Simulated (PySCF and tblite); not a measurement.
Results of a calculation; reference values are marked as such.
Stationary points of 4-methylresorcinol at GFN2-xTB, in Å:

Structure A

```
 1 C    -2.371   -0.535    0.317
 2 C    -0.894   -0.322    0.208
 3 C     0.024   -1.249    0.671
 4 C     1.389   -1.037    0.564
 5 C     1.856    0.130   -0.019
 6 O     3.214    0.386   -0.086
 7 C     0.953    1.074   -0.491
 8 C    -0.410    0.854   -0.375
 9 O    -1.319    1.765   -0.826
10 H    -2.827   -0.500   -0.671
11 H    -2.592   -1.492    0.780
12 H    -2.820    0.261    0.909
13 H    -0.335   -2.159    1.127
14 H     2.093   -1.765    0.935
15 H     3.571    0.071   -0.922
16 H     1.325    1.987   -0.938
17 H    -0.856    2.532   -1.183
```

Structure B

```
 1 C    -2.359   -0.533    0.371
 2 C    -0.891   -0.306    0.190
 3 C     0.057   -1.232    0.585
 4 C     1.413   -1.008    0.410
 5 C     1.843    0.173   -0.174
 6 O     3.162    0.453   -0.373
 7 C     0.908    1.119   -0.579
 8 C    -0.444    0.883   -0.399
 9 O    -1.379    1.794   -0.787
10 H    -2.865   -0.498   -0.592
11 H    -2.547   -1.496    0.839
12 H    -2.787    0.255    0.990
13 H    -0.269   -2.156    1.041
14 H     2.134   -1.749    0.728
15 H     3.698   -0.281   -0.051
16 H     1.258    2.035   -1.034
17 H    -0.939    2.560   -1.175
```

Structure C

```
 1 C    -2.380   -0.494    0.355
 2 C    -0.898   -0.338    0.216
 3 C    -0.004   -1.286    0.686
 4 C     1.363   -1.131    0.551
 5 C     1.866    0.004   -0.071
 6 O     3.216    0.136   -0.194
 7 C     0.989    0.969   -0.549
 8 C    -0.381    0.801   -0.408
 9 O    -1.262    1.734   -0.870
10 H    -2.856   -0.437   -0.622
11 H    -2.627   -1.445    0.819
12 H    -2.787    0.314    0.962
13 H    -0.388   -2.172    1.170
14 H     2.052   -1.873    0.919
15 H     3.425    0.963   -0.645
16 H     1.374    1.858   -1.037
17 H    -0.780    2.463   -1.276
```

Geometries: GFN2-xTB; energies: BP86/pcSseg-1 + D3(BJ); zero-point and thermal terms from GFN2-xTB harmonic modes (soft modes blended into free rotors).

**Question.** Which structure is a saddle point, and along which motion?

**Answer.** A: one imaginary mode (408i cm⁻¹ at GFN2-xTB, mostly on H15), along the rotation about the C5–O6 bond (torsion C4–C5–O6–H from 0° to 180°, rising).

**Question.** Give their symmetry and energies above the lowest.

**Answer.** A C1, 4.3 kcal/mol; B Cs, 0.0 kcal/mol; C Cs, 0.7 kcal/mol.
